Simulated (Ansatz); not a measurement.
Geometry optimisation, RKS B3LYP-D4/def2-SVP (Ansatz).

The input (input.yaml):

```yaml
crystal:
  periodic: [false, false, false]
  atoms:
    - { symbol: B, position_ang: [-0.067748, 0.410837, -0.424533] }
    - { symbol: F, position_ang: [-0.160032, 0.163551, 2.089658] }
    - { symbol: F, position_ang: [0.958114, -0.438916, -0.534394] }
    - { symbol: "N", position_ang: [-1.336754, 0.051505, -0.869124] }
    - { symbol: H, position_ang: [-1.542007, -0.884963, -1.201112] }
    - { symbol: H, position_ang: [-2.13671, 0.670026, -0.825233] }
    - { symbol: H, position_ang: [0.150601, 1.527368, -0.037052] }
    - { symbol: H, position_ang: [-0.000564, 1.006893, 1.74099] }
basis:
  gaussian: { orbitals: def2-SVP }
hamiltonian:
  xc: b3lyp
  dispersion: d4
relax:
  f_tol: 0.03
  max_steps: 50
output:
  orbitals: {}
```

Run as:

```bash
$ ansatz run input.yaml --threads 1 --pin off --max-ram 2048MiB --backend cpu --events-out ev --progress --plain --runs-dir out
```

Problem. Where does it end, and by what steps?

Solution. The run converged. After 8 steps the energy has fallen by 0.042 eV; F2 moved furthest, 0.32 Å.

```csv
step,energy less start (eV),largest force component (eV/Å),accepted
0,0.0000,0.308,yes
1,-0.0107,1.175,yes
2,-0.0326,0.639,yes
3,-0.0383,0.271,yes
4,-0.0401,0.181,yes
5,-0.0414,0.101,yes
6,-0.0411,0.114,no
7,-0.0418,0.031,yes
8,-0.0419,0.005,yes
```

```xyz
8
Properties=species:S:1:pos:R:3
B -0.073 0.378 -0.470
F -0.166 0.333 2.358
F 0.961 -0.448 -0.640
N -1.342 0.039 -0.921
H -1.547 -0.857 -1.350
H -2.148 0.637 -0.792
H 0.128 1.460 0.044
H 0.053 0.964 1.711
```

Whether the end is a true minimum wasn't checked by a vibrational analysis.

Run time: 23 s on 1 thread of Arm Neoverse V1, on a shared host, peak memory 0.16 GiB.
